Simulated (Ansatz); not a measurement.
Basis sets compared for the cluster Si4O. Total charge 0; singlet. Geometry PBE0-D4/def2-SVP. Ansatz on 4 threads of Intel Xeon 6975P-C on a shared host; times are rough, and most runs start from earlier orbitals.

Cartesian coordinates in Å:
```
O 0.489 -1.736 0.146
Si 0.357 1.592 0.087
Si -1.916 1.253 -0.510
Si 1.729 -0.591 0.444
Si -0.659 -0.518 -0.167
```

The structure comes from a short search, and lower isomers may exist.

Binding counts from free atoms (O triplet, Si triplet) in the same basis, without a counterpoise term.

| level | functions | energy (Eh) | HOMO (eV) | LUMO (eV) | binding per atom (eV) | wall time |
| --- | --- | --- | --- | --- | --- | --- |
| PBE-D4/def2-SVP | 86 | -1232.0836 | -5.28 | -4.13 | 3.66 | 0.4 s |
| PBE-D4/def2-TZVP | 179 | -1232.5873 | -5.24 | -4.09 | 3.73 | 0.95 s |
| r2SCAN-D4/def2-TZVP | 179 | -1233.0824 | -5.42 | -4.08 | 3.59 | 1.5 s |
| PBE0-D4/def2-SVP | 86 | -1232.1650 | -6.20 | -3.44 | 3.44 | 0.55 s |
| PBE0-D4/def2-TZVP | 179 | -1232.6675 | -6.13 | -3.37 | 3.54 | 1.6 s |

Task: Estimate the rows for PBE-D4/def2-TZVPD, r2SCAN-D4/def2-TZVPD, PBE0-D4/def2-TZVPD.

Result: 
```tsv
level	functions	energy (Eh)	HOMO (eV)	LUMO (eV)	binding per atom (eV)	wall time
PBE-D4/def2-TZVPD	212	-1232.5889	-5.27	-4.11	3.74	1.4 s
r2SCAN-D4/def2-TZVPD	212	-1233.0837	-5.44	-4.09	3.59	2.1 s
PBE0-D4/def2-TZVPD	212	-1232.6690	-6.15	-3.39	3.55	2 s
```
